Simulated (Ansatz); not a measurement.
```yaml
crystal:
  periodic: [false, false, false]
  atoms:
    - {symbol: Mg, position_ang: [-0.307528, 1.202032, -0.203004]}
    - {symbol: N, position_ang: [-0.021455, 0.093099, -0.012614]}
    - {symbol: Si, position_ang: [0.205878, -0.222495, 1.103107]}
    - {symbol: Si, position_ang: [-0.023475, -0.508055, -0.842576]}
    - {symbol: H, position_ang: [-0.651035, 2.173444, -0.367695]}
    - {symbol: H, position_ang: [0.122460, 0.631507, 1.463676]}
    - {symbol: H, position_ang: [1.216455, -0.492441, 1.217737]}
    - {symbol: H, position_ang: [-0.342339, -0.951721, 1.489511]}
    - {symbol: H, position_ang: [-0.604672, -1.184351, -0.932937]}
    - {symbol: H, position_ang: [-0.257900, 0.009347, -1.798400]}
    - {symbol: H, position_ang: [0.910387, -1.004220, -1.031769]}
basis:
  gaussian: {orbitals: STO-3G}
hamiltonian: {xc: {name: B2PLYP}}
accuracy: high
output: {forces: true}
```

```sh
$ ansatz run in.yaml --threads 4 --pin off --events-out ev --progress --plain --max-ram 10444MiB
```

It prints (some lines left out):

```
Functional definition: B2PLYP
902 factors; integrals over basis functions are off by at most 6.6e-9 eV
mean field evaluation 1: about -22418.7771 eV, gradient 2.9e1 eV
mean field evaluation 2: about -22419.1893 eV, gradient 2.9e1 eV
mean field evaluation 4: about -22421.4257 eV, gradient 9.5e-1 eV
mean field evaluation 8: about -22421.4313 eV, gradient 1.8e-3 eV
mean field evaluation 16: about -22421.4313 eV, gradient 6.7e-8 eV
mean field -22421.43130475 eV, -823.9724026577 hartree, gradient 6.8e-8 eV, S^2 0.000000; 0 other end points of the search recorded, 0 dependent functions left out
12 core orbitals not correlated: weight in the atoms' cores, before any rotation towards them, 0.997 or more for the frozen orbitals, at most 0.002 for the correlated occupied ones
reference -22421.43132566 eV, -823.9724034260 hartree; 15, 15 occupied and 12, 12 virtual orbitals, 902 factors
second order -3.88601155 eV of doubles, -0.00000000 eV of singles
Total energy: -22422.48054878 eV, -824.0109616645 hartree
Atom 0 at    -0.307528     1.202032    -0.203004 Å, force   -12.776186    62.007416    -8.492525 eV/Å
Atom 1 at    -0.021455     0.093099    -0.012614 Å, force     6.205133    18.339972    66.824470 eV/Å
Atom 2 at     0.205878    -0.222495     1.103107 Å, force    12.374913   -21.248285    30.522327 eV/Å
Atom 3 at    -0.023475    -0.508055    -0.842576 Å, force    17.436960   -52.414514   -98.676326 eV/Å
Atom 4 at    -0.651035     2.173444    -0.367695 Å, force    -8.975250    25.444732    -4.278989 eV/Å
Atom 5 at     0.122460     0.631507     1.463676 Å, force    -3.452056    37.482995    23.247382 eV/Å
Atom 6 at     1.216455    -0.492441     1.217737 Å, force    23.493779    -6.802701     3.803027 eV/Å
Atom 7 at    -0.342339    -0.951721     1.489511 Å, force   -17.969275   -23.348592    13.556661 eV/Å
Atom 8 at    -0.604672    -1.184351    -0.932937 Å, force   -32.189421   -37.721160    -4.791109 eV/Å
Atom 9 at    -0.257900     0.009347    -1.798400 Å, force    -3.410675     8.696052   -16.547070 eV/Å
Atom 10 at     0.910387    -1.004220    -1.031769 Å, force    19.262078   -10.435917    -5.167848 eV/Å
Dipole moment:    -0.065580     0.229478     0.242160 e Å
```

What is wrong with this run?

The geometry is squeezed to about two thirds of its size. The run converged. The result belongs to that input, not to the molecule as meant.
